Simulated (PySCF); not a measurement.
Te(Br)(Et) (C2H5BrTe), SMILES CC[Te]Br. The structure is a stationary point at PBE-D3(BJ)/def2-SVP. The def2 effective core potentials stand for the cores of Te; spin–orbit coupling is left out. Other conformers were not sampled.

Computed equilibrium geometry at PBE-D3(BJ)/def2-SVP (PySCF confirms it by a frequency run) as bond lengths and angles (one conformer of several):
Atoms: Te1 Br2 C3 C4 H5 H6 H7 H8 H9. Bonded distances (Å): Te1–Br2 2.547, Te1–C3 2.191, C3–C4 1.519, C3–H5 1.112, C3–H6 1.107, C4–H7 1.109, C4–H8 1.108, C4–H9 1.111. Angles (°): Br2–Te1–C3 95.0, Te1–C3–C4 114.3, Te1–C3–H5 102.4, Te1–C3–H6 105.6, C4–C3–H5 112.9, C4–C3–H6 113.0, H5–C3–H6 107.7, C3–C4–H7 111.0, C3–C4–H8 111.8, C3–C4–H9 110.2, H7–C4–H8 107.9, H7–C4–H9 107.6, H8–C4–H9 108.2.
